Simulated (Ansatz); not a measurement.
Mulliken charges of `[CH3][GeH][OH]` radical from PBE/def2-TZVPP in Ansatz (PBE0-D4/def2-TZVP geometry).

```tsv
atom	x (Å)	y (Å)	z (Å)	charge (e)
C1	-0.670	0.837	-0.543	-0.367
Ge2	0.882	-0.279	-0.139	0.273
O3	0.160	-1.769	0.546	-0.375
H4	-0.350	1.808	-0.923	0.109
H5	-1.248	0.978	0.373	0.118
H6	-1.296	0.347	-1.288	0.117
H7	1.802	0.358	0.954	-0.051
H8	0.811	-2.338	0.964	0.176
```

Question: By hand: the dipole of these point charges (1 e Å = 4.8032 D).

Answer: Σ q r = (0.140, 0.203, -0.130) e Å, of length 0.279 e Å = 1.34 D.

Question: How does the dipole of the full density compare? (An estimate is asked.)

Answer: Ansatz gave: (0.114, 0.090, 0.016) e Å, 0.70 D; the point charges give 1.91 times that, at 38° from its direction.

Point charges leave out the atoms' own dipoles, such as those of lone pairs, and Mulliken's split depends on the basis, so the two needn't agree.
